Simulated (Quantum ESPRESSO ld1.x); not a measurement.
Results of a calculation; reference values are marked as such.
Problem. These are the eigenvalues of the occupied orbitals of an atom or ion with whole-number occupations (eV). Level of theory: scalar-relativistic Kohn-Sham, LDA (Slater exchange, VWN5 correlation), spin-polarised, spherical densities, point nucleus (ld1.x of Quantum ESPRESSO 7.5).

1s up: -9024.364
1s down: -9019.092
2s up: -1726.443
2s down: -1719.020
2p up: -1605.973
2p down: -1597.111

Which element is it, and in what charge state? The configuration may be excited. Open shells, if any, are filled with parallel spins first.

Solution. Z = 28, nickel, charge +19: Ni19+ in [He] 2s2 2p5. The list shows which subshells hold electrons but not how many an open one holds; the 1s level, -331.64 hartree, gives Z - s = 25.8 by -(Z - s)^2/2, which with screening and relativity narrows Z to a few neighbours, and the depths of the outer levels then fix element, charge and occupations together.
